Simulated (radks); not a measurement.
Valence configurations of Bi IV. Calculated with a radial shooting solver on a logarithmic mesh with Libxc functionals: scalar-relativistic Kohn-Sham, LDA (Slater exchange, Perdew-Wang correlation), spin-polarised, spherical densities, point nucleus; open shells are filled with parallel spins first (spin-orbit coupling, left out, can overturn this in heavy ions). Energies are relative to [Hg]; eigenvalues in eV for spin up.

valence                     E (eV)  moment (Bohr magnetons)    e(4f)    e(5d)    e(6p)    e(6s)
[Hg]                         0.000                        0  -181.20  -55.039        -  -40.476
[Xe] 4f14 5d10 6s1.5 6p0.5   6.070                        1  -182.10  -55.961  -28.823  -41.392
[Xe] 4f14 5d10 6s1 6p1      11.787                        2  -182.96  -56.843  -29.565  -42.236
[Xe] 4f14 5d9.5 6s2 6p0.5   13.786                        1  -184.63  -57.774  -29.223  -42.063
[Xe] 4f14 5d9.5 6s1.5 6p1   19.782                        2  -185.50  -58.660  -29.969  -42.909
[Xe] 4f14 5d9 6s2 6p1       28.119                        2  -188.06  -60.485  -30.363  -43.575
[Xe] 4f14 5d8 6s2 6p2       58.496                        4  -194.93  -65.846  -32.459  -46.444
[Xe] 4f13.5 5d10 6s2 6p0.5  78.790                        1  -191.94  -58.664  -29.325  -42.228
[Xe] 4f13 5d10 6s2 6p1      162.00                        2  -202.84  -62.331  -30.584  -43.927
[Xe] 4f12 5d8 6s2 6p4       421.83                        6  -239.56  -80.788  -36.417  -52.315

NIST lists [Hg] as the ground configuration; this level of theory agrees among the configurations tried. The energies are those of spherical high-spin densities, not of single terms.
